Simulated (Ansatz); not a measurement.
Computed with Ansatz on PBE0-D4/def2-TZVP structures; ΔE is electronic, products minus reactants. CCSD(T)/CBS adds triple-zeta CCSD(T) − MP2 to the extrapolated MP2 energy (def2 sets, frozen cores). Functionals use def2-TZVPP. One conformer a species, not always the lowest.

Reaction (cleavage of the B–Si bond): `CB[SiH2]BC` + `NBN` → `CBNBN` + `CB[SiH3]`

| level | ΔE (eV) |
| --- | --- |
| PBE0-D4 | -1.37 |
| ωB97X-V | -1.44 |

(1) What does CCSD(T)/CBS give? (Estimate.)

Largest T1 diagnostic among the species: 0.013.

Results:

(1) Computed: -1.45 eV. The listed levels differ from it by 0.08, 0.01 eV.

In def2-TZVPP, CCSD(T) changes the Hartree–Fock value by +0.10 eV (the triples alone add +0.01 eV) and MP2 by +0.07 eV. From PBE to PBE0 (25 % exact exchange), in def2-TZVPP and without D4, ΔE moves by −0.06 eV.
